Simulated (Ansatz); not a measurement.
C4H8Br2 can be A, `CC(C)(Br)CBr`, or B, `C[C@H](Br)[C@@H](C)Br`.

Program: Ansatz. Geometries: PBE0-D4/def2-TZVP. ΔE: electronic, gas phase. CBS: MP2 limit from def2 TZ/QZ plus the TZ coupled-cluster correction, frozen cores. DFT in def2-TZVPP. B3LYP here is the variant with VWN-RPA as its local correlation; programs differ in this. For Br outer-core shells are correlated without core-valence functions, which leaves a few kJ/mol of doubt a bond. Scalar relativity is left out up to krypton. One conformer a species, not always the lowest.

A:

```xyz
14

C     1.0217   -1.0503   -0.0204
C    -0.0678   -0.0498   -0.3355
C    -1.3703   -0.3722    0.3621
Br   -0.4061   -0.1367   -2.2966
C     0.3705    1.3888   -0.1447
Br    0.7849    1.7959    1.7226
H     1.2402   -1.0166    1.0502
H     0.7001   -2.0595   -0.2777
H     1.9380   -0.8260   -0.5680
H    -2.1546    0.3337    0.0862
H    -1.7018   -1.3788    0.1068
H    -1.2201   -0.3187    1.4436
H    -0.4143    2.0852   -0.4287
H     1.2796    1.6051   -0.7000
```

B:

Z-matrix (Å, degrees):
```
C
C 1 1.509
H 1 1.091 2 109.9
H 1 1.090 2 110.4 3 119.9
H 1 1.092 2 110.8 3 -120.0
Br 2 1.975 1 107.6 3 -175.4
C 2 1.517 1 115.6 3 64.4
H 2 1.090 1 111.6 3 -62.1
C 7 1.509 2 115.6 1 -180.0
Br 7 1.975 2 107.6 1 -59.8
H 7 1.090 2 109.8 1 52.7
H 9 1.091 7 109.9 2 -64.4
H 9 1.090 7 110.4 2 175.7
H 9 1.092 7 110.8 2 55.6
```

**Question.** Which is lower in electronic energy at CCSD(T)/CBS, and by how much? (An estimate is asked.)

**Answer.** Computed: A, by 4.2 kJ/mol.

**Question.** Give E(B) − E(A) in kJ/mol with PBE-D4, CCSD/def2-TZVPP, B2PLYP, B3LYP, CCSD(T)/def2-SVP, MP2/def2-TZVPP, HF/def2-TZVPP. (Best estimate.)

**Answer.** Ansatz gave: PBE-D4 3.5, CCSD/def2-TZVPP 5.5, B2PLYP 3.9, B3LYP 2.1, CCSD(T)/def2-SVP 6.9, MP2/def2-TZVPP 7.1, HF/def2-TZVPP 3.1. None reverses the order clearly.

**Question.** Does the order hold for the free energy at 298.15 K (harmonic terms from PBE0-D4)? (Estimate.)

**Answer.** Ansatz gave: Yes: G(B) − G(A) = +3.7 kJ/mol, for one conformer each. Modes under 60 cm⁻¹, often nearly free rotors, make the harmonic entropy too high.

Largest T1 diagnostic: 0.008.

Leaving LDA and LC-ωPBE aside and taking each functional with its dispersion term where it has one, the values, not all of them listed here, spread over 1.9 kJ/mol, from PBE-D4 to B97M-V.
